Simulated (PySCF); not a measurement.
CH8N2O2Si, SMILES CN[Si](N)(O)O. Geometry: PBE-D3(BJ)/def2-SVP. The structure was generated by enumeration, and PubChem lists no compound with its InChIKey, so it may never have been made. Other conformers were not sampled.

Computed equilibrium geometry at PBE-D3(BJ)/def2-SVP (PySCF confirms it by a frequency run) as a Z-matrix (one conformer of several):
```
Si
O 1 1.6794
H 2 0.9730 1 111.70
O 1 1.6890 2 101.77 3 11.93
H 4 0.9723 1 113.70 2 179.82
N 1 1.7205 2 105.04 3 138.13
H 6 1.0214 1 117.70 2 158.85
C 6 1.4501 7 115.32 1 -170.88
H 8 1.1077 6 108.73 7 -175.51
H 8 1.1136 9 107.02 6 -121.30
H 8 1.1159 9 107.60 10 -115.10
N 1 1.7338 2 120.07 3 -104.81
H 12 1.0228 1 118.35 2 73.79
H 12 1.0230 13 110.29 1 140.37
```
Charge 0, spin multiplicity 1.
